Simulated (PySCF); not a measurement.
**Field gradients at the hydrogen positions**

C7H12NP.
Z-matrix (Å and degrees, GFN2-xTB geometry), rows numbered from 1:
```
C 
C   1  1.5238
C   2  1.5346  1  112.09
C   3  1.5296  2  111.55  1  -176.10
N   3  1.4491  2  110.86  1    60.41
C   5  1.3534  3  123.62  2  -118.57
C   6  1.3622  5  113.55  3   179.91
P   7  1.7575  6  111.73  5    -0.08
C   5  1.3528  3  123.93  2    61.28
H   1  1.0868  2  110.27  3  -179.01
H   1  1.0880  2  110.70  3    61.09
H   1  1.0878  2  110.68  3   -59.21
H   2  1.0915  1  109.74  3  -120.35
H   2  1.0913  1  109.49  3   121.47
H   3  1.0966  2  108.53  1   -56.36
H   4  1.0871  3  110.80  2   -57.76
H   4  1.0880  3  110.28  2  -177.85
H   4  1.0869  3  110.03  2    62.27
H   6  1.0763  5  119.41  3    -0.05
H   7  1.0747  6  124.00  5   179.93
H   9  1.0750  5  119.64  3     0.10
```

Level: PBE0/pcSseg-1 (PySCF, non-relativistic); Q(2H) = 0.00286 b; rigid geometry, the same for H and D, with no vibrational averaging.

Problem. Rank these positions by the coupling χzz of a deuteron there, largest first.
A. H19 (aromatic hydrogen)
B. H18 (methyl hydrogen)
C. H20 (aromatic hydrogen)
D. H13 (methylene hydrogen)
E. H15 (methine hydrogen)

Solution. C (233 kHz), A (226 kHz), B (212 kHz), D (205 kHz), E (192 kHz).

Problem. Tabulate Vzz, the asymmetry η and χzz = 234.96 MHz × Q × Vzz for every hydrogen position.

Solution. 
| atom | bonded to | bond length (Å) | Vzz (au) | η | χzz (kHz) |
| --- | --- | --- | --- | --- | --- |
| H10 | C1 | 1.087 | 0.3173 | 0.02 | 213 |
| H11 | C1 | 1.088 | 0.3145 | 0.03 | 211 |
| H12 | C1 | 1.088 | 0.3100 | 0.02 | 208 |
| H13 | C2 | 1.091 | 0.3044 | 0.03 | 205 |
| H14 | C2 | 1.091 | 0.3039 | 0.03 | 204 |
| H15 | C3 | 1.097 | 0.2853 | 0.07 | 192 |
| H16 | C4 | 1.087 | 0.3141 | 0.03 | 211 |
| H17 | C4 | 1.088 | 0.3120 | 0.02 | 210 |
| H18 | C4 | 1.087 | 0.3157 | 0.03 | 212 |
| H19 | C6 | 1.076 | 0.3356 | 0.11 | 226 |
| H20 | C7 | 1.075 | 0.3466 | 0.06 | 233 |
| H21 | C9 | 1.075 | 0.3421 | 0.11 | 230 |

Problem. How does χzz go with the bond length over the 12 C–H bonds?

Solution. A straight-line fit has a slope of -16.5 kHz for each 0.01 Å, with a correlation coefficient of -0.99, over lengths from 1.075 to 1.097 Å. The longer bonds have the smaller couplings here.

Problem. A static deuteron (I = 1) shows a doublet split by (3/2)χ, (3/4)χ(1 + η) and (3/4)χ(1 − η) with the field along z, y and x of the gradient. What are these for H15?

Solution. With |χ| = 191.7 kHz and η = 0.068: 288, 154 and 134 kHz, to first order and without motion.

Geometry: GFN2-xTB, one conformer, isolated molecule. GFN2-xTB bond lengths can be off by several hundredths of an ångström, more for odd bonds, and the gradients follow them. With so small a basis the couplings can be 20 % off.
